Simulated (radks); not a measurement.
Values are calculated unless marked as measured or tabulated.
All-electron atom: S- in [Ne] 3s2 3p5.

Level of theory: scalar-relativistic Kohn-Sham, LDA (Slater exchange, Perdew-Wang correlation), spin-polarised, spherical densities, point nucleus; open shells are filled with parallel spins first; Watson sphere of charge +1 and radius 4.31 bohr (a radial shooting solver on a logarithmic mesh with Libxc functionals).

Energy parts (Ry; the electron-nucleus part includes the sphere):
total: -803.75909
kinetic: 798.32907
electron-nucleus: -1918.61200
Hartree: 365.48580
exchange-correlation: -48.96197

Orbitals (lengths in bohr, moments of r in powers of bohr; r(max) is where P^2 peaks):
| orbital | occ. | eigenvalue (Ry) | <r^4> | <r> | r(max) |
|---|---|---|---|---|---|
| 1s up | 1 | -175.9497 | 0.0004167 | 0.09715 | 0.06348 |
| 1s down | 1 | -175.9400 | 0.0004167 | 0.09715 | 0.06347 |
| 2s up | 1 | -15.25871 | 0.1384 | 0.4812 | 0.3894 |
| 2s down | 1 | -15.24800 | 0.1380 | 0.4810 | 0.3895 |
| 2p up | 3 | -11.26976 | 0.1316 | 0.4436 | 0.3254 |
| 2p down | 3 | -11.25645 | 0.1311 | 0.4435 | 0.3255 |
| 3s up | 1 | -1.10857 | 22.55 | 1.738 | 1.417 |
| 3s down | 1 | -1.05379 | 23.46 | 1.748 | 1.417 |
| 3p up | 3 | -0.39542 | 87.04 | 2.272 | 1.642 |
| 3p down | 2 | -0.34958 | 102.1 | 2.338 | 1.653 |

The highest occupied level is 3p down at -4.756 eV. The density falls to 0.001 e/bohr^3 at r = 4.55 bohr. Spin moment in Bohr magnetons: 1. Summed over all electrons, <r^2> = 42.00 bohr^2, which gives a Langevin (diamagnetic) susceptibility term of -33.3 x 10^-6 cm^3/mol.
